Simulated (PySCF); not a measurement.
# Worked example: oscillator strength and radiative lifetime

Ge(Cl)(OH)2(OMe) (CH₅ClGeO₃), SMILES C[O][Ge]([OH])([OH])[Cl].

Geometry: PBE-D3(BJ)/def2-SVP. The values are those of a single conformer.

TDDFT-PBE/def2-SVPD run with PySCF puts the first singlet state with f over 0.02 at 5.78 eV (vertical), with the transition dipole (0.413, -0.338, -0.212) in atomic units.

Problem. Find the oscillator strength, the wavelength and the radiative lifetime that this transition would have in vacuum if emission retraced absorption.

Solution. 
|μ|² = 0.3298 au, so |μ| = 1.46 D. ΔE = 5.78/27.211 = 0.2124 hartree. f = (2/3) ΔE |μ|² = 0.047 (the program prints 0.047).
λ = 1239.84/5.78 = 215 nm; ν = 46619 cm⁻¹.
Einstein's coefficient A = 0.6670 ν² f s⁻¹ (ν in cm⁻¹) = 6.8e7 s⁻¹, so τ = 1/A = 15 ns. This state is S2; the lower singlet has f = 0.005. The figure is the radiative limit of this one transition; relaxation, internal conversion, crossing to triplets and a medium change what is measured.
